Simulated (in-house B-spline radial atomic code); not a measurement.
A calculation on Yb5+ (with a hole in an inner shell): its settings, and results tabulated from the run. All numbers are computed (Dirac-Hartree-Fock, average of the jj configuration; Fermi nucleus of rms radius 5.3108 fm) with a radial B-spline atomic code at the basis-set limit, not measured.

In the input, a minus or plus after the letter marks the j = l - 1/2 or j = l + 1/2 subshell.

Command:
```bash
python run_scf.py task.json out
```
Settings (nuclear radius in fm, mass in u):
```
Z                70
configuration    1s2 2s2 2p6 3s2 3p6 3d-4 3d+5 4s2 4p6 4d10 4f12 5s2 5p6
hamiltonian      dirac
method           hf
spin_polarised   False
nucleus          fermi
rms_radius       5.3108
atomic_mass      173.93887
speed_of_light   137.035999084
```

Output (hartree, bohr):
```
 radial grid: 68 intervals, B-splines of order 8, outer radius 25.4386 bohr

 iter        energy (Eh)    residual
    1      -13964.890402    8.89e-01
    2      -13979.561581    1.38e+00
    3      -14005.263872    2.51e-01
    4      -14006.115171    8.50e-02
    5      -14006.191953    1.03e-02
    6      -14006.193731    4.43e-03
    7      -14006.193947    1.24e-03
    8      -14006.193990    4.98e-04
    9      -14006.193993    1.47e-05
   10      -14006.193993    5.10e-07

 total energy                    -14006.19399
 kinetic                           15562.9625
 electron-nucleus                 -34577.3945
 electron-electron                  5008.2380

 first-order corrections (not in the total)
   Gaunt                            15.7596
   retardation                      -1.6634
   frequency dependence             -0.2509
   self-energy                      11.3413
   Uehling                          -2.0035
   Wichmann-Kroll                    0.0731
   recoil                            0.0279

 orbital      occ     eigenvalue          <r>       <r^2>       <1/r>     <1/r^2>       r_max    small
 1s1/2      2.000     -2272.9605      0.01966 0.000529886     80.6104     15258.4     0.01237  6.90e-02
 2s1/2      2.000      -394.1858     0.082647  0.00813297       19.49     2017.45      0.0707  1.55e-02
 2p1/2      2.000      -375.4459    0.0687809  0.00586938     19.4124     635.708     0.05303  1.55e-02
 2p3/2      4.000      -336.7447    0.0762019  0.00706815     16.6891     379.958      0.0594  1.42e-02
 3s1/2      2.000       -94.0511     0.214821   0.0528905     7.19006     451.451      0.1987  5.10e-03
 3p1/2      2.000       -85.9109     0.204838   0.0488637      7.0961     144.368      0.1868  5.04e-03
 3p3/2      4.000       -77.3256     0.218601   0.0554514     6.39296     87.5367      0.1998  4.66e-03
 3d3/2      4.000       -63.8405     0.192075   0.0433273     6.27048     49.1741      0.1573  4.52e-03
 3d5/2      5.000       -61.9687     0.197684   0.0459348     6.07383     45.6484      0.1613  4.38e-03
 4s1/2      2.000       -22.0305     0.483024    0.263347     3.00496      109.57      0.4521  1.64e-03
 4p1/2      2.000       -18.6263     0.490298    0.273541      2.8971     34.3875      0.4533  1.56e-03
 4p3/2      4.000       -16.6531     0.519958     0.30744     2.66628     21.1456      0.4802  1.43e-03
 4d3/2      4.000       -11.0251     0.541192    0.339416     2.45268     10.8893      0.4793  1.25e-03
 4d5/2      6.000       -10.6293     0.551369    0.353003     2.41588     10.4523      0.4896  1.24e-03
 4f5/2      5.143        -3.6797     0.633388     0.49541     1.97571     4.95185      0.4594  8.65e-04
 4f7/2      6.857        -3.5875     0.644573    0.513513      1.9426     4.78566      0.4662  8.41e-04
 5s1/2      2.000        -5.0106      1.14846     1.47519     1.15769     18.9784       1.042  3.54e-04
 5p1/2      2.000        -3.8737      1.24567      1.7434     1.05611     5.51534       1.114  3.03e-04
 5p3/2      4.000        -3.5667       1.3235     1.96565    0.980565     3.42718       1.185  2.70e-04
```

Cost of the run: 2.1 s on 1 thread of Arm Neoverse N1, on a shared host.

For the Dirac Hamiltonian the kinetic term is c α·p + (β - 1)c².
